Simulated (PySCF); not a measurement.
F₂H₅NSSi₂, SMILES N[SiH2]S[SiH](F)F. Atoms are numbered in the order given.

```xyz
11

Si     1.5978     0.1450    -0.1770
F      1.6471     1.7607    -0.1780
F      1.2119    -0.2646    -1.6984
S      0.1256    -0.5930     1.1109
Si    -1.5729    -0.2727    -0.2286
N     -3.0460    -0.1481     0.6424
H      2.9405    -0.3637     0.1514
H     -1.6666    -1.4463    -1.1293
H     -1.3020     0.9922    -0.9544
H     -3.2283     0.6483     1.2441
H     -3.5112    -0.9829     0.9828
```

Coordinates come from a ωB97X-D3(BJ)/def2-SVP optimisation. This is a generated structure with no PubChem entry under its InChIKey; it may be hypothetical. The values are those of a single conformer.

Computed with PBE0/pcSseg-1 run with PySCF.

GIAO shieldings, no solvent; atoms listed in one row are averaged. δ = σ(ref) − σ: ²⁹Si against TMS (σ = 352.7 ppm); ¹⁹F against CFCl3 (σ = 167.2 ppm); ³³S against H2S (σ = 716.7 ppm); ¹⁵N against NH3 (σ = 267.4 ppm); ¹H against TMS (σ = 31.56 ppm), references at their B3LYP-D3(BJ)/def2-TZVP geometries, non-relativistic.

Problem. Estimate the chemical shifts. (The exact figures need the calculation; the answer reports its results.)

Solution. 
```json
[
 {"nucleus": "²⁹Si", "atoms": "Si1", "count": "1", "δ (ppm)": "-6.4"},
 {"nucleus": "²⁹Si", "atoms": "Si5", "count": "1", "δ (ppm)": "-27.7"},
 {"nucleus": "¹⁹F", "atoms": "F2", "count": "1", "δ (ppm)": "-135.7"},
 {"nucleus": "¹⁹F", "atoms": "F3", "count": "1", "δ (ppm)": "-141.4"},
 {"nucleus": "³³S", "atoms": "S4", "count": "1", "δ (ppm)": "37.0"},
 {"nucleus": "¹⁵N", "atoms": "N6", "count": "1", "δ (ppm)": "23.2"},
 {"nucleus": "¹H", "atoms": "H9", "count": "1", "δ (ppm)": "5.70"},
 {"nucleus": "¹H", "atoms": "H8", "count": "1", "δ (ppm)": "5.56"},
 {"nucleus": "¹H", "atoms": "H7", "count": "1", "δ (ppm)": "5.50"},
 {"nucleus": "¹H", "atoms": "H11", "count": "1", "δ (ppm)": "1.21"},
 {"nucleus": "¹H", "atoms": "H10", "count": "1", "δ (ppm)": "0.95"}
]
```
